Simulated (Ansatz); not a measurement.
The cluster Cu₄Br₄. The state is a triplet with charge 0. Geometry PBE-D4/def2-SVP, that of the charge +1 doublet; atoms count from 1.

```
atom   x (Å)   y (Å)   z (Å)
 Cu1   1.052   1.105  -0.578
 Cu2   0.382  -1.282  -1.087
 Cu3   0.929  -0.509   1.337
 Cu4  -1.378   0.199   0.213
 Br5   2.602  -0.730  -0.372
 Br6  -0.923   0.079   2.564
 Br7  -0.797   2.455  -0.509
 Br8  -1.867  -1.315  -1.569
```

The structure comes from a short search, and lower isomers may exist.

Problem. Estimate the Mulliken populations from the PBE0/def2-SVP orbitals of Ansatz.

Solution. 
```tsv
atom	charge (e)	spin (α − β)	d electrons
Cu1	0.19	0.23	9.74
Cu2	0.14	0.24	9.78
Cu3	0.15	0.24	9.77
Cu4	0.27	0.56	9.51
Br5	-0.18	0.14	–
Br6	-0.19	0.20	–
Br7	-0.18	0.22	–
Br8	-0.20	0.18	–
```
Mulliken values depend strongly on the basis.

Problem. Where does the spin sit?

Solution. Summed by element: Cu 1.27, Br 0.73, of 2 unpaired in all. Largest on single atoms: Cu4 0.56, Cu3 0.24, Cu2 0.24.

Problem. And the Mayer bond orders between heavy atoms (over 0.3)?

Solution. Cu1–Cu3 0.30 (2.51 Å); Cu1–Br5 0.46 (2.41 Å); Cu1–Br7 0.65 (2.29 Å); Cu2–Cu3 0.30 (2.60 Å); Cu2–Br5 0.44 (2.40 Å); Cu2–Br8 0.59 (2.30 Å); Cu3–Br5 0.44 (2.40 Å); Cu3–Br6 0.60 (2.30 Å); Cu4–Br6 0.62 (2.40 Å); Cu4–Br7 0.57 (2.44 Å); Cu4–Br8 0.63 (2.39 Å).
